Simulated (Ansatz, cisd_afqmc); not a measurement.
Species: BSiH$_{5}$, charge 0, singlet. BSiH5 (SMILES B[SiH3]).
B3LYP-D3(BJ)/def2-TZVP minimum from Ansatz (an electronic-structure program):
```
Si
H 1 1.4840
H 1 1.4840 2 108.57
H 1 1.4912 2 107.67 3 -116.31
B 1 2.0096 2 113.54 4 -116.40
H 5 1.1914 1 121.26 2 -153.93
H 5 1.1914 6 117.41 1 176.92
```
Charge 0, spin multiplicity 1.

Atomisation energy term by term, kcal/mol (programs: Ansatz, cisd_afqmc). Open shells are spin-unrestricted; no spin-orbit coupling. Cores are frozen in correlated methods. Rows without X2C or -DK are non-relativistic. AFQMC/CISD: phaseless, guided by CISD from CCSD amplitudes; bars are statistical, one sigma. Outlying blocks are dropped, and bars are widened where a walk drifts. Over all cases where full CI ran beside it in this data, AFQMC minus full CI had a median of +0.1 mEh and passed +0.4 mEh in a tenth of the cases. CBS(X,Y): correlation extrapolated as X^-3, Hartree-Fock from the larger set (Q,5: extrapolated as (X+1)exp(-9√X)). A bracket is a step between two methods taken in the basis named. 'core' is core correlation in cc-pwCVTZ (1s frozen past Ne), 'X2C' scalar relativity in cc-pVTZ-DK, both at CCSD(T). Where a partner has so few electrons that a lower coupled-cluster level is exact, that level stands in.

```csv
term,basis,kcal/mol
Hartree-Fock,"CBS(cc-pV(Q+d)Z,cc-pV(5+d)Z)",389.46
CCSD correlation,"CBS(cc-pV(Q+d)Z,cc-pV(5+d)Z)",94.30
(T),"CBS(cc-pV(Q+d)Z,cc-pV(5+d)Z)",2.86
CCSDT(Q) - CCSD(T),cc-pV(T+d)Z,0.15
core correlation,cc-pwCVTZ,0.87
scalar relativity,"X2C, cc-pVTZ-DK",-0.72
sum: De,,486.9
```

The step beyond CCSD(T) by other levels: AFQMC/CISD in cc-pV(D+d)Z 0.49 ± 0.21; CCSDT(Q) in cc-pV(D+d)Z 0.23 kcal/mol.
